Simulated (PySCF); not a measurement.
Species: C8H7BrO.
Numbering: `[CH3:1][c:2]1[cH:3][cH:4][cH:5][c:6]([C:7](=[O:8])[Br:9])[cH:10]1` (hydrogens: H11, H12, H13 on C1; H14 on C3; H15 on C4; H16 on C5; H17 on C10)

Structure used (PBE0-D3(BJ)/def2-SVP), in Å, numbered top down from 1:
```xyz
17
C8H7BrO angstrom
C     -2.277   -1.076   -0.363
C     -1.062   -0.230   -0.121
C     -1.158    1.156    0.049
C     -0.022    1.941    0.252
C      1.234    1.354    0.291
C      1.351   -0.035    0.125
C      2.725   -0.585    0.187
O      3.714    0.041    0.367
Br     2.877   -2.536   -0.055
C      0.208   -0.812   -0.078
H     -3.198   -0.555   -0.064
H     -2.222   -2.024    0.191
H     -2.371   -1.329   -1.432
H     -2.143    1.629    0.024
H     -0.123    3.021    0.383
H      2.137    1.946    0.451
H      0.316   -1.892   -0.202
```

Method: TDDFT CAM-B3LYP/def2-SVPD, vertical, gas phase, core orbitals frozen in the response in PySCF. Relativistic effects, spin–orbit coupling among them, are left out although an element past zinc is present.

Kohn–Sham orbitals with the atoms that hold most of them (Löwdin shares over 4%, at most four atoms; ? is withheld):

```csv
orbital,ε (eV),atoms
HOMO-3,-9.90,"Br9 74%, O8 10%, C7 10%"
HOMO-2,-9.48,"Br9 59%, O8 28%, C7 5%"
HOMO-1,-9.19,"C6 20%, C3 19%, C4 17%, C10 14%"
HOMO,-8.84,?
LUMO,?,?
LUMO+1,0.26,"C4 19%, C2 17%, C5 17%, C10 16%"
LUMO+2,0.64,"Br9 57%, C7 22%, O8 7%"
```

Q: Which atoms hold the HOMO, and with what shares?

A: C2 (bonded to 3 C) 22%; C5 (bonded to 2 C and H) 22%; C10 (bonded to 2 C and H) 13%; C4 (bonded to 2 C and H) 11%.

Q: Which atoms hold the LUMO, and with what shares?

A: C7 (bonded to Br, C and O) 22%; O8 (bonded to C) 18%; C3 (bonded to 2 C and H) 12%; C6 (bonded to 3 C) 11%. By element: carbon 45% or more, oxygen 18%.

Q: What is the LUMO energy, and the HOMO–LUMO gap?

A: ε(LUMO) = -1.19 eV; the gap is 7.66 eV (0.2814 hartree).

Q: How does S1 compare with the orbital gap of 7.66 eV?

A: S1 is at 4.46 eV (f = 0.0001), 3.20 eV below the gap, made of HOMO-2→LUMO (66%), HOMO-4→LUMO (24%). Its leading pair isn't HOMO and LUMO; the energies of that pair differ by 8.30 eV. Without the coupling terms of the response equations the lowest excitation would equal the gap.

Q: One configuration dominates each of S2 and S3. Which, and how do the shares of the two leading atoms of either orbital change from the occupied to the empty one?

A: 
- S2 (4.71 eV, f 0.032), HOMO→LUMO (81%): C2 22% → at most 12%, C5 22% → at most 12%, C7 at most 11% → 22%, O8 at most 11% → 18%
- S3 (5.21 eV, f 0.263), HOMO-1→LUMO (83%): C6 20% → 11%, C3 19% → 12%, C7 at most 15% → 22%, O8 at most 15% → 18%

One conformer stands for the species.
